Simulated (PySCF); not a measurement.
Molecule: sum formula H5SiN2O2 (charge -1, singlet). It need not be the lowest isomer of its formula. Whether it binds its extra electron was not tested at this geometry. SMILES: N[Si](N)([O-])O
Structure (B3LYP-D3(BJ)/def2-TZVP (Ansatz) minimum search):
```xyz
10

Si    -0.0534    -0.1167    -0.1144
O     -0.6725    -1.0581    -1.1869
O      1.6068    -0.2232     0.2603
N     -0.1831     1.5985    -0.5849
N     -0.6962    -0.2862     1.5384
H      2.1015     0.2720    -0.3980
H     -0.9518     1.7348    -1.2289
H     -0.3079     2.2316     0.1961
H     -1.4311    -0.9818     1.5668
H      0.0177    -0.5580     2.2031
```
Charge -1, spin multiplicity 1.

Dispersion corrections to the total energy (kcal/mol) from the dftd3 and dftd4 libraries through PySCF: D3(BJ) without and D4 with the three-body term, each with the damping fitted for the functional named.

```csv
functional,D3(BJ),D4
BHLYP,?,-6.49
B2GP-PLYP,?,-2.30
r2SCAN,-1.27,-1.34
PBE0,?,-4.62
PBE,-4.59,-5.52
PW6B95,-2.31,-4.92
HSE06,-2.99,-4.28
```

Problem. Some entries are withheld; supply them.

Solution. 
- BHLYP, D3(BJ): -6.36
- B2GP-PLYP, D3(BJ): -3.09
- PBE0, D3(BJ): -3.97
